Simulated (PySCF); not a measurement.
H₃Si₂, SMILES [Si][SiH3] (connectivity only; charge and spin as stated), charge +1, multiplicity 1. Heavy atoms are numbered as in [Si:1][SiH3:2]. Hydrogens are named by the atom that carries them.

Geometry optimised at PBE0-D3(BJ)/def2-TZVP. The spin state was assumed, not searched. The isomer is the one that the SMILES or the coordinates give; other isomers of the formula were not compared.

Computed with PySCF with PBE0/pcSseg-2.

GIAO shieldings, no solvent; atoms alike by connectivity are averaged. δ = σ(ref) − σ: ²⁹Si against TMS (σ = 341.9 ppm); ¹H against TMS (σ = 31.54 ppm), references at their B3LYP-D3(BJ)/def2-TZVP geometries, non-relativistic.

Computed chemical shifts:
```json
[
 {"nucleus": "²⁹Si", "atoms": "Si1", "count": "1", "δ (ppm)": "2424.6"},
 {"nucleus": "²⁹Si", "atoms": "Si2 (SiH3)", "count": "1", "δ (ppm)": "42.3"},
 {"nucleus": "¹H", "atoms": "H on Si2", "count": "3", "δ (ppm)": "4.34"}
]
```
